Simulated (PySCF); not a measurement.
A calculated (M06-2X, PySCF 2.14, aug-cc-pVDZ-DK, scalar relativity by spin-free X2C-1e) atom or ion has these occupied shells.

```json
{"shell": "1s", "electrons": "2", "orbital energy (eV)": "-11082.8", "rms radius, mean of both spins (bohr)": "0.0542"}
{"shell": "2s", "electrons": "2", "orbital energy (eV)": "-1429.7", "rms radius, mean of both spins (bohr)": "0.228"}
{"shell": "2p", "electrons": "6", "orbital energy (eV)": "-1254.1", "rms radius, mean of both spins (bohr)": "0.203"}
{"shell": "3s", "electrons": "2", "orbital energy (eV)": "-203.07", "rms radius, mean of both spins (bohr)": "0.669"}
{"shell": "3p", "electrons": "6", "orbital energy (eV)": "-148.54", "rms radius, mean of both spins (bohr)": "0.701"}
{"shell": "3d", "electrons": "10", "orbital energy (eV)": "-57.438", "rms radius, mean of both spins (bohr)": "0.813"}
{"shell": "4s", "electrons": "2", "orbital energy (eV)": "-30.638", "rms radius, mean of both spins (bohr)": "2.13"}
```

Name the element and its charge.

Ge²⁺ (germanium, charge +2), in [Ar] 3d10 4s2, closed-shell 1S.
